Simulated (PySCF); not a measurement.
Hf(OH)3 (H₃HfO₃), SMILES [OH][Hf+]([OH])[OH], charge +1, multiplicity 1.

Coordinates come from a r2SCAN-D4/def2-SVP optimisation. The multiplicity is an assumed one; other spin states were not compared. The isomer is the one that the SMILES or the coordinates give; other isomers of the formula were not compared. The def2 effective core potentials stand for the cores of Hf; spin–orbit coupling is left out. One conformer was computed; it need not be the lowest.

Two levels are set side by side: TDDFT-PBE/def2-SVPD (PySCF) and TDDFT-CAM-B3LYP/def2-SVPD (PySCF). Vertical, same geometry. The lowest singlet is HOMO→LUMO 100 % with PBE and HOMO→LUMO 98 % with the other functional; states are paired by order. Differences are taken from unrounded values.

| quantity | TDDFT-CAM-B3LYP | TDDFT-PBE | TDDFT-PBE minus TDDFT-CAM-B3LYP |
|---|---|---|---|
| lowest singlet excitation (eV) | 5.12 | 4.12 | -1.00 |
| lowest triplet excitation (TDA) (eV) | 5.08 | 4.07 | -1.00 |

A lower first singlet is the usual sign of a functional without exact exchange. Differences between two approximate levels are no errors against the true value.

Rough cost on one machine, each run with all the roots and properties that it gave: TDDFT-CAM-B3LYP against TDDFT-PBE about 20 times.
